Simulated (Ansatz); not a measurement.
B(F)(Me)(SMe) (C2H6BFS), SMILES CSB(C)F.

Geometry: PBE0-D3(BJ)/def2-SVP. The values are those of a single conformer.

Two levels are set side by side: PBE/def2-SVPD (Ansatz, an electronic-structure program) and PBE0/def2-SVPD (Ansatz). Energy differences of separate SCF runs at the same geometry; the states with an electron removed or added have multiplicity 2 and 2. Differences are taken from unrounded values.

| quantity | PBE0 | PBE | PBE minus PBE0 |
|---|---|---|---|
| vertical ionisation energy (eV) | 9.69 | 9.58 | -0.10 |
| vertical singlet–triplet gap (eV) | 5.27 | 5.19 | -0.08 |

On these quantities the two levels nearly agree.
